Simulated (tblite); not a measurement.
C₂H₉OSSi₂ (doublet state).
Cartesian coordinates in Å at the GFN2-xTB level; atoms count from 1:
```xyz
15
C2H9OSSi2 angstrom
C      2.341   -0.813    0.558
S      1.891    0.698   -0.348
Si    -0.216    0.829    0.222
C     -0.777    2.390   -0.716
Si    -1.402   -1.091   -0.269
O     -1.171   -2.154    0.949
H      3.335   -1.097    0.227
H      2.354   -0.604    1.623
H      1.635   -1.607    0.336
H     -0.722    2.238   -1.792
H     -1.801    2.648   -0.465
H     -0.147    3.241   -0.474
H     -2.821   -0.717   -0.335
H     -1.075   -1.975   -1.386
H     -1.428   -1.977    1.849
```

Computed values, GFN2-xTB/tblite, gas phase, harmonic and unscaled. Against measured fundamentals such values can be off by several per cent, at times by over 20. Modes of hydrogen on silicon can be 10 to 20 % off. One conformer, not necessarily the lowest. Open shells enter through the occupations alone, without spin polarisation, and single modes of such species can be off by tens of per cent.

Harmonic wavenumbers (cm⁻¹): 30.5, 57.4, 85.8, 100.6, 105.0, 125.5, 144.6, 179.4, 226.6, 243.7, 361.6, 403.8, 507.6, 612.3, 719.1, 725.0, 741.9, 774.2, 781.7, 795.9, 814.5, 868.8, 946.2, 959.1, 1325.2, 1355.6, 1455.8, 1461.9, 1475.8, 1479.5, 2172.2, 2244.8, 3009.2, 3027.0, 3031.9, 3042.1, 3043.0, 3053.1, 3690.9.

A = 2070, B = 1339, C = 885.1 MHz; mass 136.991 u (most abundant isotopes); point group C1, symmetry number 1; spin multiplicity 2.

Task: What is the zero-point energy?

Result: ½Σν̃ = 23089 cm⁻¹ = 66.02 kcal/mol.

Task: What is S at 400 K and 1 bar for an ideal gas of classical rigid rotors and harmonic oscillators?

Result: Translation 42.14, rotation 30.14, vibration 48.13, spin (R ln 2) 1.38: S = 121.8 cal/(mol K).

Task: And Cp and H(400 K) − H(0)?

Result: Cp = 45.88 cal/(mol K), of which vibrations give 37.93 (their classical limit is 39 R = 77.5); H(400 K) − H(0) = 12.19 kcal/mol without the zero-point energy, 9.01 from vibrations.

Task: How do the functions run with temperature in this model?

Result: 
```tsv
T (K)	S (cal/(mol K))	Cp (cal/(mol K))	H − H(0) (kcal/mol)	G − H(0) (kcal/mol)	ln q(vib)
150	86.7	27.6	2.86	-10.14	4.88
250	102.7	35.7	6.03	-19.64	8.35
298.15	109.3	39.3	7.84	-24.75	9.88
600	142.3	55.3	22.37	-63.01	18.16
900	166.6	64.4	40.42	-109.50	24.92
```

q(vib) and H(0) count from the zero-point level.

Task: Which modes carry the vibrational entropy at 400 K?

Result: 30.5 cm⁻¹: 6.38; 57.4 cm⁻¹: 5.13; 85.8 cm⁻¹: 4.33; 100.6 cm⁻¹: 4.02; 105.0 cm⁻¹: 3.93; 125.5 cm⁻¹: 3.58 cal/(mol K); the other 33 give 20.76 together.

Task: Blend soft modes into free rotors: weight 1/[1 + (100 cm⁻¹/ν̃)⁴] for the oscillator and the rest for a rotor with moment μB/(μ + B), μ = h/(8π²ν), B = 10⁻⁴⁴ kg m². What vibrational entropy results?

Result: 43.01 cal/(mol K) in place of 48.13, which changes −T·S at 400 K by +2.05 kcal/mol.

Task: What must be added to the electronic energy to get the Gibbs energy at 400 K and 1 bar?

Result: ZPE + [H(400 K) − H(0)] − T·S = 66.02 + 12.19 − 48.72 = 29.49 kcal/mol.

Hindered rotation and anharmonicity are outside this model. Other conformers, if any are populated, would add a mixing term that is left out. The structure is chiral; the term R ln 2 for an equal mix with its mirror image is left out.
